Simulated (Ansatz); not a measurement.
Wavefunction ladder for C₃H₈F₂OSi, SMILES `CCO[Si](C)(F)F`

| atom | x (Å) | y (Å) | z (Å) |
| --- | --- | --- | --- |
| C1 | 0.0170 | 2.2833 | -0.6467 |
| C2 | -0.0401 | 1.4932 | 0.6387 |
| O3 | 0.4341 | 0.1653 | 0.4535 |
| Si4 | -0.4308 | -1.1346 | 0.0515 |
| C5 | 0.6216 | -2.6338 | 0.0757 |
| F6 | -1.6680 | -1.2800 | 1.0422 |
| F7 | -1.0982 | -0.9401 | -1.3811 |
| H8 | 1.0356 | 2.3027 | -1.0392 |
| H9 | -0.6362 | 1.8467 | -1.4049 |
| H10 | -0.3034 | 3.3128 | -0.4682 |
| H11 | 0.6004 | 1.9483 | 1.3985 |
| H12 | -1.0598 | 1.4746 | 1.0394 |
| H13 | 0.0420 | -3.5148 | -0.2071 |
| H14 | 1.4517 | -2.5277 | -0.6256 |
| H15 | 1.0341 | -2.7961 | 1.0733 |

Charge 0, multiplicity 1. The geometry is a stationary point of PBE0-D4/def2-TZVP. It is one conformer, not always the lowest. Frozen core, restricted reference, Ansatz. CBS rows extrapolate triple and quadruple zeta; past MP2 they add the triple-zeta difference.

| basis | HF (Eh) | MP2 corr. | CCSD corr. | (T) | CCSD(T) total |
| --- | --- | --- | --- | --- | --- |
| def2-TZVPP | ? | -1.37111 | -1.41428 | -0.04776 | ? |
| def2-QZVPP | -681.36525 | ? | – | – | – |
| CBS(def2) | ? | -1.56445 | ? | as TZ | ? |

Problem. Fill in the withheld values. (An estimate is asked.)

Solution. Computed: def2-TZVPP HF (Eh): -681.33658; def2-TZVPP CCSD(T) total: -682.79862; def2-QZVPP MP2 corr.: -1.48218; CBS(def2) HF (Eh): -681.36920; CBS(def2) CCSD corr.: -1.60762; CBS(def2) CCSD(T) total: -683.02458.
